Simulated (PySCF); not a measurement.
# Zero-point energy and free energy from harmonic frequencies

System: N2O, singlet, at the geometry optimised at the base level. Level: HF/def2-SVP, frequencies run with PySCF. Sums are taken with unrounded values, so a last digit can differ.

Electronic energy -183.532849 Eh; harmonic frequencies (cm⁻¹, unscaled): 690, 690, 1457, 2676. At 298.15 K and 1 atm the ideal-gas enthalpy is -183.516748 Eh and the entropy 52.13 cal/(mol K).

Task: Work out the zero-point energy, the thermal part of the enthalpy and the Gibbs energy.

Result: The frequencies add up to 5512 cm⁻¹; half of that over 219474.6 cm⁻¹/Eh is 0.01256 Eh = 7.88 kcal/mol (the program: 7.88). H - E - ZPE = 2.22 kcal/mol comes from translation, rotation, pV and thermally filled vibrations (RT = 0.592 kcal/mol). TS = 298.15 × 52.13/1000 = 15.54 kcal/mol = 0.02477 Eh, so G = H - TS = -183.54152 Eh.
